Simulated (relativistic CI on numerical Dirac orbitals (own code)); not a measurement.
**Line list: Forbidden lines, Cd47+**

Method of calculation: Dirac equation for one electron, model QED (radiative potential, 1s self-energy scaled to tabulated hydrogen-like ionisation energies) (own radial code, finite nucleus).

CI space: 1s, 2s, 2p, 3s, 3p, 3d, 4s, 4p, 4d, 4f, 5s, 5p, 5d, 5f, 5g, 6s, 6p, 6d. Levels of other configurations are missing.

| λ vac (nm) | Lower | Upper | Type | A (s⁻¹) | E lower (Ry) | E upper (Ry) |
| --- | --- | --- | --- | --- | --- | --- |
| 0.03940 | 1s 2S_1/2 [1] | 6d 2D_5/2 [30] | E2 | 1.27e+12 | 0.00 | 2312.79 |
| 0.03941 | 1s 2S_1/2 [1] | 6d 2D_3/2 [28] | E2 | 1.34e+12 | 0.00 | 2312.56 |
| 0.03989 | 1s 2S_1/2 [1] | 5d 2D_5/2 [22] | E2 | 2.09e+12 | 0.00 | 2284.48 |
| 0.03990 | 1s 2S_1/2 [1] | 5d 2D_3/2 [19] | E2 | 2.21e+12 | 0.00 | 2284.10 |
| 0.04082 | 1s 2S_1/2 [1] | 4d 2D_5/2 [15] | E2 | 3.62e+12 | 0.00 | 2232.41 |
| 0.04083 | 1s 2S_1/2 [1] | 4d 2D_3/2 [12] | E2 | 3.83e+12 | 0.00 | 2231.66 |
| 0.05126 | 1s 2S_1/2 [1] | 2s 2S_1/2 [3] | M1 | 1.85e+11 | 0.00 | 1777.79 |

Terms are leading LS components. Brackets give the number of a level in order of energy, since labels repeat. The list gives strong lines, with weight on those to low levels. Levels whose partners in the same complex of configurations lie outside the list can be far off, and so can their lines. Rates are taken at the computed energies, electric ones in the length gauge.
